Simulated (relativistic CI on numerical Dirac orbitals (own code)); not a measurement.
Method of calculation: Dirac-Coulomb-Breit CI, separate exchange-only KLI orbitals for each configuration, model QED, unscaled Slater integrals (own radial code, finite nucleus).

The strongest absorption lines from the ground level of an ion, among the configurations computed and to levels below about 673 eV (vacuum wavelength in Å, gf): 29.161 (0.035), 32.639 (0.032), 33.609 (0.044), 33.615 (0.41), 33.775 (0.77), 33.957 (0.92), 35.365 (0.72), 37.568 (0.14).

Which ion is it?
A. Er47+
B. Os53+
C. Gd41+
D. Er45+

D. Er45+ has 23 electrons and the ground level 3s²3p⁶3d⁵ ⁴P5/2; the strongest line goes to 3s²3p⁵3d⁶ ⁴P°5/2. The pattern of lines fixes the number of electrons, and along that sequence the line energies rise steadily with the charge (about as its square where n changes within one kind of shell, about linearly where n is kept but much faster in heavy ions where fine structure, which grows about as Z⁴, sets the gap, and irregularly where shells cross), which fixes Z. Configurations outside the model, such as inner-shell arrays, can give stronger lines. At this charge energies of transitions that change n are usually good to better than 1 %, and those within a shell (Δn = 0) to a few per cent.

LS names give the leading component of a level, which can be under half, so a name can repeat, a term be missing and a line seem to break the LS rules.
